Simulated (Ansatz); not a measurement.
Reaction (redistribution): `[NH2][AlH][CH2][GeH3]` + `CNC=[Se]` → `[GeH3][CH]=[Se]` + `CN[CH2][AlH][NH2]`

Gas-phase electronic energies from Ansatz, PBE0-D4/def2-TZVP geometries. CCSD(T)/CBS is the MP2 limit (def2-TZVPP, def2-QZVPP) plus CCSD(T) − MP2 in def2-TZVPP, frozen cores. Functionals use def2-TZVPP. B3LYP here is the variant with VWN-RPA as its local correlation; programs differ in this. For Ge, Se outer-core shells are correlated without core-valence functions, which leaves a few kJ/mol of doubt a bond. Scalar relativity is left out up to krypton. Each species was taken in one conformer, which may not be the lowest.

**Question.** Is it downhill or uphill in electronic energy at CCSD(T)/CBS, and by how much? (Estimate.)

**Answer.** Ansatz gave: Uphill: ΔE = +1.49 eV.

**Question.** What do these levels give: B3LYP-D4, ωB97X-V, ωB97M-V, r2SCAN, PBE0, MP2/def2-TZVPP, CCSD/def2-TZVPP, CCSD(T)/def2-TZVPP, MP2/def2-QZVPP, HF/CBS(def2), MP2/CBS(def2), CCSD/CBS(def2)? (An estimate is asked.)

**Answer.** Ansatz gave: B3LYP-D4 1.59, ωB97X-V 1.56, ωB97M-V 1.57, r2SCAN 1.71, PBE0 1.65, MP2/def2-TZVPP 1.55, CCSD/def2-TZVPP 1.46, CCSD(T)/def2-TZVPP 1.46, MP2/def2-QZVPP 1.57, HF/CBS(def2) 1.60, MP2/CBS(def2) 1.58, CCSD/CBS(def2) 1.49 eV.

Largest T1 diagnostic among the species: 0.016.

In def2-TZVPP, CCSD(T) changes the Hartree–Fock value by −0.14 eV (the triples alone add −0.00 eV) and MP2 by −0.05 eV.
